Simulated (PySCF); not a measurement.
## Sm⁺: excitation energy

Sm⁺ [Xe] 4f6 6s1 (8F) → Sm⁺ [Xe] 4f5 6s1 6p1 (high-spin determinant), as a difference of total energies. All numbers are calculated (PySCF 2.14, the spin-free X2C one-electron Hamiltonian (Gaussian nucleus), in x2c-TZVPPall with one added diffuse shell each of s, p, d, f type (12s8p8d5f2g, 129 functions)). Correlated levels: valence: [Kr] 4d10 frozen; valence and next inner shell: [Ar] 3d10 frozen. The calculations carry no spin-orbit coupling.

| method | excitation energy (cm⁻¹) |
| --- | --- |
| UHF | 33241 |
| LDA | 62394 |
| PBE | 58863 |
| PBE0 | 54132 |
| MP2 (valence) | 46894 |
| SCS-MP2 (valence) | 40967 |
| MP2 (valence and next inner shell) | 49079 |
| SCS-MP2 (valence and next inner shell) | 43271 |

A first-order spin-orbit estimate (lowest level to lowest level, LS coupling) adds -0.331 eV.

The determinant of the upper state mixes LS terms, which raises its energy above the lowest term, most at the Hartree-Fock and MP2 levels.
